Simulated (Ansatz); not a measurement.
C2H6Si2, SMILES `C1=C[SiH2][SiH2]1` (charge 0, multiplicity 1).

Computed with Ansatz (a program for electronic structure) with BLYP/cc-pVTZ // B3LYP-D3(BJ)/def2-TZVP.

Ansatz 0.2 input:
```yaml
crystal:
  periodic: [false, false, false]
  atoms:
    - { symbol: C, position_ang: [-0.786661, 1.004165, 0.128254] }
    - { symbol: C, position_ang: [0.501147, 1.053781, 0.531064] }
    - { symbol: Si, position_ang: [1.211975, -0.645969, 0.128527] }
    - { symbol: Si, position_ang: [-1.020805, -0.731953, -0.569982] }
    - { symbol: H, position_ang: [-1.473032, 1.842078, 0.226282] }
    - { symbol: H, position_ang: [0.948958, 1.935367, 0.983927] }
    - { symbol: H, position_ang: [1.663178, -1.436441, 1.301592] }
    - { symbol: H, position_ang: [2.31192, -0.651122, -0.868773] }
    - { symbol: H, position_ang: [-2.002707, -1.577631, 0.154732] }
    - { symbol: H, position_ang: [-1.353972, -0.792274, -2.015622] }
basis:
  gaussian: { orbitals: cc-pVTZ }
hamiltonian:
  xc: blyp
```

Output:

```
Functional definition: BLYP
1238 factors; their error is unknown
mean field evaluation 1: about -17915.1731 eV, gradient 6.4e1 eV
mean field evaluation 2: about -17879.2423 eV, gradient 1.2e2 eV
mean field evaluation 4: about -17925.5310 eV, gradient 5.5e0 eV
mean field evaluation 8: about -17925.6091 eV, gradient 2.3e-1 eV
mean field evaluation 16: about -17925.6092 eV, gradient 3.0e-5 eV
mean field -17925.60919645 eV, -658.7539875554 hartree, gradient 3.0e-5 eV, S^2 0.000000; 0 other end points of the search recorded, 0 dependent functions left out
reference -17925.60957854 eV, -658.7540015968 hartree; 23, 23 occupied and 189, 189 virtual orbitals, 1238 factors
Total energy: -17925.60957854 eV, -658.7540015968 hartree
```
